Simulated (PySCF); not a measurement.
Ga(H)(OH)2 (GaH₃O₂), SMILES [OH][GaH][OH].

Coordinates come from a PBE-D3(BJ)/def2-TZVP optimisation. The values are those of a single conformer.

Level of theory: IEF-PCM-ωB97X/def2-SVP (PySCF).

The values are the electrostatic part of the solvation free energy, E(continuum) − E(gas) at the gas-phase geometry, in a cavity of scaled van der Waals radii (PySCF's table); cavitation and dispersion terms are not included. A continuum can't describe solvent molecules that bind to the metal. In vacuum the orbital gap is 12.41 eV. The dipole moment in vacuum is 1.91 D.

```csv
solvent,ε,ΔG(elec) (kcal/mol),dipole (D),gap (eV)
water,78.36,-8.7,2.34,12.77
1-octanol,9.86,-7.5,2.27,12.73
methanol,32.61,-8.5,2.32,12.76
```
